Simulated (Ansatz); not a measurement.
The molecule LiP-, multiplicity 4 (lowest of 2S+1 = 2, 4 at CCSD(T)/def2-TZVPP on PBE0 minima; our sources give no spin for the ground state, which may be another).

Constants: fifth-degree fit in 1/R to seven points, most abundant isotopes. In def2 and cc sets the state is the lowest found near the PBE0 minimum, followed along R.

Correlated levels freeze the inner cores; with def2 sets outer-core shells near the valence are correlated too. CBS(a, b) extrapolates the correlation energy as X⁻³ and adds the Hartree–Fock energy of set b.

Codes used: Ansatz (Gaussian orbitals). 

**Question.** What bond length and harmonic frequency does B2PLYP/def2-TZVPP give?

**Answer.** r_e = 2.455 Å, ω_e = 381 cm⁻¹.

**Question.** What bond length and harmonic frequency does CCSD(T)/def2-TZVPP give?

**Answer.** r_e = 2.457 Å, ω_e = 384 cm⁻¹.

**Question.** What bond length and harmonic frequency does CCSD(T)/CBS(aug-cc-pV(T+d)Z, aug-cc-pV(Q+d)Z) give?

**Answer.** r_e = 2.441 Å, ω_e = 399 cm⁻¹.

Ansatz is an electronic-structure program.
